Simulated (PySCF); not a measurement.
A species of formula ClGeH5OSi has this rotational fingerprint, computed with PySCF, PBE0-D3(BJ)/def2-SVP geometry optimisation, gas phase:

* Rotational constants: A = 5348, B = 1239, C = 1033 MHz
* Dipole components: |μa| = 1.29 D, |μb| = 0.15 D, |μc| = 0.18 D
* Inertial defect: -13.12 u·Å²
* κ: -0.90

Task: Which structure is it? (One computed conformer of each.)
A. `[Cl:1][SiH2:2][O:3][GeH3:4]` with Cl1–Si2–O3–Ge4 15°
B. `[SiH3:1][O:2][GeH2:3][Cl:4]` with Si1–O2–Ge3–Cl4 -43°

Result: A. It is Cl[SiH2][O][GeH3], a near-prolate asymmetric top. The candidates at the same level (rigid rotor, commonest isotopes):

```csv
SMILES,A (MHz),B (MHz),C (MHz),μa (D),μb (D),μc (D),Δ (u·Å²),point group,rotor
Cl[SiH2][O][GeH3],5348,1239,1033,1.29,0.15,0.18,-13.12,near Cs,near-prolate asymmetric top
[SiH3][O][GeH2][Cl],4246,1603,1209,0.04,1.29,0.47,-16.50,C1,asymmetric top
```

`[SiH3][O][GeH2][Cl]` has B 29 % too high. No structure here is proved a minimum.
